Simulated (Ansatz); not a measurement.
Geometry optimisation, UKS PBE/6-31G* in Ansatz.

input.yaml

```yaml
crystal:
  periodic: [false, false, false]
  atoms:
    - { symbol: C, position_ang: [-0.73756, -0.88728, -0.02705] }
    - { symbol: B, position_ang: [0.26684, -0.08848, 0.88965] }
    - { symbol: O, position_ang: [0.96103, 0.97587, 0.42174] }
    - { symbol: C, position_ang: [0.96528, 1.51485, -0.72227] }
    - { symbol: "N", position_ang: [1.01897, 2.05151, -1.73172] }
    - { symbol: H, position_ang: [-0.22733, -1.28792, -0.90372] }
    - { symbol: H, position_ang: [-1.51383, -0.22864, -0.41828] }
    - { symbol: H, position_ang: [-1.22662, -1.71357, 0.47891] }
    - { symbol: H, position_ang: [0.49323, -0.33635, 2.01275] }
magnetization:
  spin_polarized: true
basis:
  gaussian: { orbitals: "6-31G*" }
hamiltonian:
  xc: pbe
relax:
  f_tol: 0.02
  max_steps: 50
output:
  orbitals: {}
```

Launched with:

```bash
$ ansatz run input.yaml --threads 2 --pin off --max-ram 3072MiB --backend cpu --events-out ev --progress --plain --runs-dir out
```

Task: Where does it end, and by what steps?

Result: The run converged. After 7 steps the energy has fallen by 0.209 eV; N5 moved furthest, 0.18 Å.

```csv
step,energy less start (eV),largest force component (eV/Å),accepted
0,0.0000,3.679,yes
1,-0.1642,0.812,yes
2,-0.1922,0.304,yes
3,-0.2033,0.252,yes
4,-0.2081,0.045,yes
5,-0.2089,0.048,yes
6,-0.2092,0.021,yes
7,-0.2093,0.012,yes
```

```xyz
9
Properties=species:S:1:pos:R:3
C -0.713 -0.849 -0.043
B 0.261 -0.114 0.926
O 1.013 1.003 0.501
C 0.928 1.469 -0.717
N 0.899 1.938 -1.797
H -0.170 -1.227 -0.932
H -1.472 -0.150 -0.445
H -1.234 -1.695 0.431
H 0.488 -0.376 2.076
```

Whether the end is a true minimum wasn't checked by a vibrational analysis.

Run time: 21 s on 2 threads of Arm Neoverse V1, with other jobs on the host, peak memory 0.17 GiB.
